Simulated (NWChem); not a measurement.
**Total energies of ClIn**

```
In
Cl 1 2.4486
```
Charge 0, spin multiplicity 1.

The numbers come from NWChem runs, not from measurements. All single points use one geometry, from PBE/def2-SVP with def2 effective core potentials on In, a minimum by its harmonic frequencies.

Basis set: def2-TZVP (87 functions).

| method | total energy (Ha) |
|---|---|
| RHF | -648.81179 |
| MP2 | -649.26207 |
| B2PLYP | -650.09071 |
| PBE | -650.24822 |
| B3LYP | -650.51865 |
| BLYP | -650.39698 |
| CCSD(T) | -649.28804 |

Total energies of different functionals aren't comparable as a measure of quality: only differences taken within one method are. 

Effective core potentials replace the inner electrons of In; spin-orbit coupling is left out. The correlated methods keep 9 core orbitals frozen. B3LYP has NWChem's definition, with VWN1-RPA local correlation. The structure started from a generated list of species. Coupled-cluster values serve here as a point of comparison, not as the truth.
